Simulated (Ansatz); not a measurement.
`C1=N[SiH2]C[Se]1`: the same geometry under several functionals.

```yaml
crystal:
  periodic: [false, false, false]
  atoms:
    - {symbol: C, position_ang: [-1.454187, 0.761959, 0.609102]}
    - {symbol: N, position_ang: [-1.160722, -0.398296, 0.990415]}
    - {symbol: Si, position_ang: [0.311617, -1.042724, 0.309236]}
    - {symbol: C, position_ang: [0.931384, 0.364005, -0.805051]}
    - {symbol: Se, position_ang: [-0.386382, 1.787737, -0.629061]}
    - {symbol: H, position_ang: [-2.346448, 1.296290, 0.947407]}
    - {symbol: H, position_ang: [1.278966, -1.363412, 1.388739]}
    - {symbol: H, position_ang: [0.020500, -2.275863, -0.464581]}
    - {symbol: H, position_ang: [1.901100, 0.748442, -0.490212]}
    - {symbol: H, position_ang: [0.987272, 0.070863, -1.852996]}
basis:
  gaussian: {orbitals: def2-TZVPP}
hamiltonian: {xc: pbe0, dispersion: d4}
output: {orbitals: {seedname: orbitals}}
```

```sh
$ ansatz run in.yaml --threads 4 --pin off --events-out ev --progress --plain --max-ram 10444MiB
```

Output, abridged:

```
Functional definition: PBE0
1513 factors; their error is unknown
mean field evaluation 1: about -76845.8795 eV, gradient 7.7e1 eV
mean field evaluation 2: about -76793.5154 eV, gradient 1.5e2 eV
mean field evaluation 4: about -76858.0859 eV, gradient 1.9e1 eV
mean field evaluation 8: about -76858.8296 eV, gradient 1.8e-1 eV
mean field evaluation 16: about -76859.2629 eV, gradient 2.4e-4 eV
mean field -76859.26290259 eV, -2824.5258145908 hartree, gradient 4.3e-5 eV, S^2 0.000000; 0 other end points of the search recorded, 0 dependent functions left out
reference -76859.26293299 eV, -2824.5258157079 hartree; 36, 36 occupied and 217, 217 virtual orbitals, 1513 factors
Total energy: -76859.51475960 eV, -2824.5350701652 hartree
```

Hardware: 4 threads of an Arm Neoverse V2 on a shared host. Wall time 3.6 s, peak host memory 0.76 GiB.

The same input with `hamiltonian: {xc: {name: wB97X-V}}` (abridged; 9 s):

```
Functional definition: wB97X-V
mean field evaluation 16: about -76866.2627 eV, gradient 3.8e-4 eV
mean field -76866.26273458 eV, -2824.7830536715 hartree, gradient 6.3e-5 eV, S^2 0.000000
Total energy: -76866.26273254 eV, -2824.7830535967 hartree
```

With the line `hamiltonian: {xc: {name: B3LYP}, dispersion: d4}` and forces (abridged; 6 s):

```
Functional definition: B3LYP
mean field evaluation 16: about -76876.1899 eV, gradient 5.4e-3 eV
mean field -76876.18986970 eV, -2825.1478691585 hartree, gradient 5.4e-5 eV, S^2 0.000000
Total energy: -76876.67959145 eV, -2825.1658661009 hartree
Atom 0 force    -0.330252     0.052870     0.197936 eV/Å
Atom 1 force     0.008001    -0.082291     0.034825 eV/Å
Atom 2 force     0.118179    -0.298019     0.068037 eV/Å
Atom 3 force     0.302957    -0.181190    -0.114477 eV/Å
Atom 4 force    -0.076520     0.460174    -0.178545 eV/Å
Atom 5 force     0.057485    -0.038557    -0.019550 eV/Å
Atom 6 force    -0.059453     0.019000    -0.072069 eV/Å
Atom 7 force     0.023326     0.078444     0.049402 eV/Å
Atom 8 force    -0.062052    -0.035581    -0.042629 eV/Å
Atom 9 force     0.018330     0.025150     0.077069 eV/Å
Dipole moment:     0.221934     0.069028    -0.183959 e Å
```

The same input with `hamiltonian: {xc: {name: B2PLYP}}` (abridged; 6.5 s):

```
Functional definition: B2PLYP
mean field evaluation 16: about -76849.7504 eV, gradient 1.5e-3 eV
mean field -76849.75038399 eV, -2824.1762359798 hartree, gradient 6.3e-6 eV, S^2 0.000000
17 core orbitals not correlated: weight in the atoms' cores, before any rotation towards them, 1.000 or more for the frozen orbitals, at most 0.000 for the correlated occupied ones
second order -30.56200369 eV of doubles, -0.00000000 eV of singles
Total energy: -76858.00229300 eV, -2824.4794880428 hartree
```

B3LYP takes the VWN-RPA correlation (the form of Gaussian; ORCA's B3LYP/G).
